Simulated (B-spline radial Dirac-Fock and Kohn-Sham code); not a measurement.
**X-ray form factors of dysprosium in several charge states**

Calculated with a radial B-spline solver, using configuration-average Dirac-Fock orbitals.

Configurations: Dy³⁶⁺ [Ar] 3d10 4s2; Dy³⁷⁺ [Ar] 3d10 4s1; Dy³⁸⁺ [Ar] 3d10; Dy⁴⁰⁺ [Ar] 3d8; Dy⁴¹⁺ [Ar] 3d7; Dy⁴²⁺ [Ar] 3d6. The first column is f₀ of Dy³⁶⁺, the others are differences from it.

```
s (Å⁻¹)   Dy³⁶⁺  Δ Dy³⁷⁺  Δ Dy³⁸⁺  Δ Dy⁴⁰⁺  Δ Dy⁴¹⁺  Δ Dy⁴²⁺
      0  30.000   -1.000   -2.000   -4.000   -5.000   -6.000
   0.05  29.972   -0.995   -1.991   -3.989   -4.987   -5.986
    0.1  29.888   -0.982   -1.964   -3.955   -4.950   -5.946
   0.15  29.748   -0.959   -1.919   -3.899   -4.889   -5.879
    0.2  29.556   -0.928   -1.859   -3.822   -4.804   -5.788
   0.25  29.311   -0.890   -1.783   -3.726   -4.698   -5.672
    0.3  29.018   -0.845   -1.693   -3.612   -4.573   -5.535
   0.35  28.678   -0.794   -1.592   -3.482   -4.429   -5.379
    0.4  28.296   -0.738   -1.482   -3.339   -4.271   -5.205
   0.45  27.874   -0.679   -1.364   -3.185   -4.100   -5.017
    0.5  27.418   -0.617   -1.241   -3.022   -3.918   -4.817
    0.6  26.415   -0.490   -0.988   -2.681   -3.535   -4.393
    0.7  25.318   -0.366   -0.741   -2.335   -3.142   -3.954
    0.8  24.160   -0.252   -0.514   -2.001   -2.757   -3.519
    0.9  22.967   -0.154   -0.317   -1.693   -2.394   -3.104
      1  21.764   -0.076   -0.158   -1.418   -2.063   -2.719
    1.1  20.571   -0.017   -0.040   -1.183   -1.771   -2.371
    1.2  19.402   +0.022   +0.041   -0.987   -1.519   -2.063
    1.4  17.180   +0.051   +0.102   -0.705   -1.128   -1.565
    1.6  15.150   +0.037   +0.076   -0.533   -0.858   -1.196
```
